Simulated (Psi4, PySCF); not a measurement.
H$_{2}$BFOSe (SMILES OB(F)[SeH]), singlet, at a GFN2-xTB geometry. Base run: BHANDHLYP/6-31G, TDA run with PySCF.

The PySCF input:
```python
from pyscf import gto, scf, dft, tdscf

mol = gto.M(
    atom='''
B    -0.565840    0.642910   -0.398351
F    -1.706763    0.284144   -0.979033
O    -0.179256    1.912828   -0.355992
H    -0.742224    2.577593   -0.755698
Se    0.552837   -0.701873    0.399110
H     1.569898    0.211619    0.836933
''',
    basis='6-31g',
    charge=0,
    spin=0,
    verbose=4,
)

mf = dft.RKS(mol)
mf.xc = 'bhandhlyp'
mf.kernel()
td = mf.TDA()
td.nstates = 5
td.kernel()
td.analyze()
```

Programs used: Psi4, PySCF; a row that names a program was run with it.

The base run was repeated with changes; each row names its change, and settings that it needs were set with it.

```
change                           first excitation (eV)  oscillator strength of the first  second (eV)
-------------------------------  ---------------------  --------------------------------  -----------
base                                              6.67                             0.000         7.67
functional = m062x                                   ?                             0.000            ?
states = triplets                                    ?                                 -            ?
functional = wb97x                                6.59                             0.000         7.58
guess vectors = 13 for 5 states                   6.67                             0.000         7.67
code = psi4                                       6.68                             0.000         7.67
functional = hf                                   7.02                             0.000         8.75
functional = camb3lyp                             6.52                             0.000         7.38
functional = pbe                                     ?                             0.000            ?
nstates = 15                                      6.67                             0.000         7.67
functional = pbe0                                 6.58                             0.000         7.22
```

**Question.** Fill in the missing entries.

**Answer.** 
- functional = m062x, first excitation (eV): 6.47
- functional = m062x, second (eV): 7.37
- states = triplets, first excitation (eV): 6.15
- states = triplets, second (eV): 6.66
- functional = pbe, first excitation (eV): 6.30
- functional = pbe, second (eV): 6.76

An iterative solver can miss low states, so a row lists the states that it found.
